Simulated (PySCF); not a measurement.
Correlation energy of N²⁺ (nitrogen, charge +2)

[He] 2s2 2p1, 2P determinant. Computed with PySCF 2.14 in def2-QZVPPD (8s4p4d2f1g, 63 functions), with no relativity, point nucleus. Frozen: 1s2; 3 electrons correlated.

| level | correlation energy (mhartree) |
| --- | --- |
| CCSD | -86.09 |
| (T) | -1.16 |
| CCSD(T) | -87.25 |

Diagnostics: T1 = 0.0072, D1 = 0.0135, largest double amplitude 0.136.

Cost of the coupled-cluster step: roughly 5 core-seconds, for 3 correlated electrons.
